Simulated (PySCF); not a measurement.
**Radial density of Cd³⁺ (cadmium, charge +3)**

UHF, [Kr] 4d9, 2D determinant. Computed with PySCF 2.14 in def2-QZVPPD with the def2 core potential (28 electrons) (7s5p4d4f2g, 88 functions), with scalar relativity through the core potential. This is the valence pseudo-density: the core potential removes the inner electrons and smooths the orbitals near the nucleus.

| r (bohr) | 4πr²ρ (e/bohr) | 4πr²(ρα − ρβ) |
| --- | --- | --- |
| 0.0164 | 2.069e-05 | 0.0000 |
| 0.0276 | 5.128e-05 | 0.0000 |
| 0.0464 | 0.0001126 | 0.0000 |
| 0.0781 | 0.0003569 | 0.0000 |
| 0.131 | 0.003478 | 0.0003 |
| 0.221 | 0.05220 | 0.0040 |
| 0.372 | 1.130 | 0.0631 |
| 0.625 | 12.90 | 0.5621 |
| 1.05 | 17.12 | 0.9926 |
| 1.77 | 3.287 | 0.2715 |
| 2.97 | 0.1171 | 0.0079 |
| 5.00 | 0.0002155 | 0.0000 |

Energies and moments cover only the electrons outside the core potential.
